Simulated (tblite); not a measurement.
Parent: `[CH2:1]=[C:2]([C:3]#[N:4])[Si:5]([CH3:6])([CH3:7])[Cl:8]` with C1–C2–Si5–C6 117°, C5H8ClNSi.

The geometries are computed with GFN2-xTB (gas phase). One conformer each, not checked by frequencies here.

```csv
coordinate of the parent,value
C1=C2,1.334 Å
C2–C3,1.409 Å
C3≡N4,1.148 Å
C2–Si5,1.911 Å
Si5–C6,1.902 Å
Si5–C7,1.901 Å
Si5–Cl8,2.037 Å
C1–C2–C3,120.0°
C1–C2–Si5,125.0°
C3–C2–Si5,114.9°
C2–C3–N4,177.4°
C2–Si5–C6,108.8°
C2–Si5–C7,108.7°
C2–Si5–Cl8,107.1°
C6–Si5–C7,112.3°
C6–Si5–Cl8,109.8°
C7–Si5–Cl8,110.0°
```

Task: How does the shared frame change in `[CH3:1][C@H:2]([C:3]#[N:4])[Si:5]([CH3:6])([CH3:7])[Cl:8]` with C1–C2–Si5–C6 -179°, C5H10ClNSi? Atoms pair as C1 = C1, C2 = C2, C3 = C3, N4 = N4, Si5 = Si5, C6 = C7, C7 = C6, Cl8 = Cl8 (parent first).

Result: 
```tsv
parent	relative	value in the relative	change
C1=C2	C1–C2	1.532 Å	+0.198
C2–C3	C2–C3	1.433 Å	+0.024
C3≡N4	C3≡N4	1.145 Å	-0.003
C2–Si5	C2–Si5	1.938 Å	+0.027
Si5–C6	Si5–C7	1.901 Å	-0.001
Si5–C7	Si5–C6	1.900 Å	-0.001
Si5–Cl8	Si5–Cl8	2.041 Å	+0.004
C1–C2–C3	C1–C2–C3	110.1°	-9.9
C1–C2–Si5	C1–C2–Si5	113.1°	-11.9
C3–C2–Si5	C3–C2–Si5	108.6°	-6.3
C2–C3–N4	C2–C3–N4	178.2°	+0.8
C2–Si5–C6	C2–Si5–C7	109.6°	+0.8
C2–Si5–C7	C2–Si5–C6	108.6°	-0.1
C2–Si5–Cl8	C2–Si5–Cl8	106.2°	-0.9
C6–Si5–C7	C7–Si5–C6	112.6°	+0.3
C6–Si5–Cl8	C7–Si5–Cl8	109.8°	0.0
C7–Si5–Cl8	C6–Si5–Cl8	109.9°	-0.1
```

Of the parent's bonds, C1–C2 changes most (+0.198 Å).
